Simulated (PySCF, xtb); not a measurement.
tetrachloroaluminate (AlCl4), SMILES [Cl][Al-]([Cl])([Cl])[Cl], charge -1.

Harmonic wavenumbers (cm⁻¹) from GFN2-xTB (xtb 6.7.1) at its own minimum, in rising order: 90, 90, 149, 149, 149, 322, 440, 441, 441.

Task: What does B3LYP-D3(BJ)/def2-SVPD (PySCF) give at its own minimum? (An estimate is asked for; the answer gives what the named calculation found.)

Result: 108, 108, 168, 168, 168, 329, 485, 485, 485. Paired by order, the mean absolute difference is 26 cm⁻¹ and the zero-point energies are 3.2 and 3.6 kcal/mol.
